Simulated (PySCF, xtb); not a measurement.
Cu2I4, SMILES [I][Cu]1[I][Cu]([I])[I]1, multiplicity 3.

Harmonic wavenumbers (cm⁻¹) from GFN2-xTB in xtb 6.7.1 at its own minimum, in rising order: 8, 21, 33, 54, 54, 75, 101, 123, 140, 146, 258, 263.

### Question
What does B3LYP-D3(BJ)/def2-SVP (PySCF) give at its own minimum? (The exact figures need the calculation; the answer reports its results.)

### Answer
4, 16, 17, 46, 60, 67, 115, 127, 159, 171, 254, 257. Paired by order, the mean absolute difference is 10 cm⁻¹ and the zero-point energies are 1.8 and 1.8 kcal/mol.
